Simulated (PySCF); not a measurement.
H₁₂O₆Zn (SMILES [OH2]->[Zn+2](<-[OH2])(<-[OH2])(<-[OH2])(<-[OH2])<-[OH2]), charge +2, singlet, geometry from GFN2-xTB (such geometries of metal compounds can be far from the true shape); B3LYP/def2-SV(P) run with PySCF.

The PySCF input:
```python
from pyscf import gto, scf, dft

mol = gto.Mole()
mol.atom = '''
    Zn   -0.000000   -0.000000    0.000000
    O    -0.687948    1.640644   -0.922140
    H    -1.492715    1.707757   -1.449904
    H    -0.277384    2.513642   -0.922775
    O     1.570567    1.041443    0.681208
    H     1.619320    1.528978    1.512244
    H     2.421770    1.150668    0.240512
    O     1.037003   -0.488888   -1.643454
    H     1.600284   -1.263737   -1.757531
    H     1.067938    0.005821   -2.471098
    O    -1.037003    0.488888    1.643454
    H    -1.600284    1.263737    1.757531
    H    -1.067938   -0.005821    2.471098
    O    -1.570567   -1.041443   -0.681208
    H    -1.619320   -1.528978   -1.512244
    H    -2.421770   -1.150668   -0.240512
    O     0.687948   -1.640644    0.922140
    H     0.277384   -2.513642    0.922775
    H     1.492715   -1.707757    1.449904
'''
mol.basis = 'def2-sv(p)'
mol.charge = 2
mol.spin = 0
mol.verbose = 4
mol.build()

mf = dft.RKS(mol)
mf.xc = 'b3lyp'
mf.kernel()
```

The log (banner, timings and long lists left out):

```
PySCF version 2.14.0

[INPUT] verbose = 4
[INPUT] num. atoms = 19
[INPUT] num. electrons = 88
[INPUT] charge = 2
[INPUT] spin (= nelec alpha-beta = 2S) = 0
[INPUT] symmetry False subgroup None
[INPUT] Mole.unit = angstrom
[INPUT] Symbol           X                Y                Z      unit          X                Y                Z       unit  Magmom
[INPUT]  1 Zn     0.000000000000   0.000000000000   0.000000000000 AA    0.000000000000   0.000000000000   0.000000000000 Bohr   0.0
[INPUT]  2 O     -0.687948000000   1.640644000000  -0.922140000000 AA   -1.300033307942   3.100367827911  -1.742592048506 Bohr   0.0
[INPUT]  3 H     -1.492715000000   1.707757000000  -1.449904000000 AA   -2.820822532030   3.227193017309  -2.739921466911 Bohr   0.0
[INPUT]  4 H     -0.277384000000   2.513642000000  -0.922775000000 AA   -0.524179791336   4.750094955204  -1.743792024596 Bohr   0.0
[INPUT]  5 O      1.570567000000   1.041443000000   0.681208000000 AA    2.967941490280   1.968042044345   1.287296553863 Bohr   0.0
[INPUT]  6 H      1.619320000000   1.528978000000   1.512244000000 AA    3.060071308031   2.889349670485   2.857726993517 Bohr   0.0
[INPUT]  7 H      2.421770000000   1.150668000000   0.240512000000 AA    4.576482036688   2.174447380301   0.454501809671 Bohr   0.0
[INPUT]  8 O      1.037003000000  -0.488888000000  -1.643454000000 AA    1.959651660352  -0.923864425586  -3.105677958321 Bohr   0.0
[INPUT]  9 H      1.600284000000  -1.263737000000  -1.757531000000 AA    3.024098481523  -2.388116823479  -3.321252245433 Bohr   0.0
[INPUT] 10 H      1.067938000000   0.005821000000  -2.471098000000 AA    2.018110338016   0.011000095771  -4.669698446960 Bohr   0.0
[INPUT] 11 O     -1.037003000000   0.488888000000   1.643454000000 AA   -1.959651660352   0.923864425586   3.105677958321 Bohr   0.0
[INPUT] 12 H     -1.600284000000   1.263737000000   1.757531000000 AA   -3.024098481523   2.388116823479   3.321252245433 Bohr   0.0
[INPUT] 13 H     -1.067938000000  -0.005821000000   2.471098000000 AA   -2.018110338016  -0.011000095771   4.669698446960 Bohr   0.0
[INPUT] 14 O     -1.570567000000  -1.041443000000  -0.681208000000 AA   -2.967941490280  -1.968042044345  -1.287296553863 Bohr   0.0
[INPUT] 15 H     -1.619320000000  -1.528978000000  -1.512244000000 AA   -3.060071308031  -2.889349670485  -2.857726993517 Bohr   0.0
[INPUT] 16 H     -2.421770000000  -1.150668000000  -0.240512000000 AA   -4.576482036688  -2.174447380301  -0.454501809671 Bohr   0.0
[INPUT] 17 O      0.687948000000  -1.640644000000   0.922140000000 AA    1.300033307942  -3.100367827911   1.742592048506 Bohr   0.0
[INPUT] 18 H      0.277384000000  -2.513642000000   0.922775000000 AA    0.524179791336  -4.750094955204   1.743792024596 Bohr   0.0
[INPUT] 19 H      1.492715000000  -1.707757000000   1.449904000000 AA    2.820822532030  -3.227193017309   2.739921466911 Bohr   0.0

nuclear repulsion = 754.994755524942
number of shells = 70
number of NR pGTOs = 258
number of NR cGTOs = 132
basis = def2-sv(p)
ecp = {}

******** <class 'pyscf.dft.rks.RKS'> ********
method = RKS
initial guess = minao
damping factor = 0
level_shift factor = 0
DIIS = <class 'pyscf.scf.diis.CDIIS'>
diis_start_cycle = 1
diis_space = 8
diis_damp = 0
SCF conv_tol = 1e-09
SCF conv_tol_grad = None
SCF max_cycles = 50
direct_scf = True
direct_scf_tol = 1e-13
XC library pyscf.dft.libxc version 7.1.2
    S. Lehtola, C. Steigemann, M. J. T. Oliveira, and M. A. L. Marques,  SoftwareX 7, 1–5 (2018)
XC functionals = b3lyp
    P. J. Stephens, F. J. Devlin, C. F. Chabalowski, and M. J. Frisch,  J. Phys. Chem. 98, 11623 (1994)
radial grids:
    Treutler-Ahlrichs [JCP 102, 346 (1995); DOI:10.1063/1.469408] (M4) radial grids

becke partition: Becke, JCP 88, 2547 (1988); DOI:10.1063/1.454033
pruning grids: <function nwchem_prune>
grids dens level: 3
symmetrized grids: False
atomic radii adjust function: <function treutler_atomic_radii_adjust>
small_rho_cutoff = 0
Set gradient conv threshold to 3.16228e-05
Initial guess from minao.
tot grids = 222832
init E= -2237.48160452374
  HOMO = -0.364207999418577  LUMO = -0.0715849516838829  gap/eV = 7.96268
cycle= 1 E= -2236.48833378196  delta_E= 0.993  |g|= 1.43  |ddm|= 3.96
  HOMO = -0.499888515324947  LUMO = -0.256381612521005  gap/eV = 6.62616
cycle= 2 E= -2236.11864865136  delta_E= 0.37  |g|= 2.04  |ddm|= 2.06
  HOMO = -0.654149327673334  LUMO = -0.300957975238464  gap/eV = 9.61083
cycle= 3 E= -2236.83872993648  delta_E= -0.72  |g|= 0.0502  |ddm|=  1.3
  HOMO = -0.650602936829414  LUMO = -0.298532948828219  gap/eV = 9.58031
cycle= 4 E= -2236.83910471745  delta_E= -0.000375  |g|= 0.0141  |ddm|= 0.0377
  HOMO = -0.648890505068324  LUMO = -0.297706945136595  gap/eV = 9.55619
cycle= 5 E= -2236.8391259274  delta_E= -2.12e-05  |g|= 0.00864  |ddm|= 0.0159
  HOMO = -0.64922787157298  LUMO = -0.297779345980715  gap/eV = 9.56340
cycle= 6 E= -2236.8391345463  delta_E= -8.62e-06  |g|= 0.000402  |ddm|= 0.0043
  HOMO = -0.649310273539905  LUMO = -0.297820780277287  gap/eV = 9.56452
cycle= 7 E= -2236.83913458977  delta_E= -4.35e-08  |g|= 4.41e-05  |ddm|= 0.000665
  HOMO = -0.649306180644566  LUMO = -0.297818076028991  gap/eV = 9.56448
cycle= 8 E= -2236.83913459033  delta_E= -5.58e-10  |g|= 2.73e-06  |ddm|= 6.96e-05
  HOMO = -0.649305874142583  LUMO = -0.297817934219369  gap/eV = 9.56447
Extra cycle  E= -2236.83913459032  delta_E= 5.91e-12  |g|= 3.03e-06  |ddm|= 3.81e-06
converged SCF energy = -2236.83913459032
```
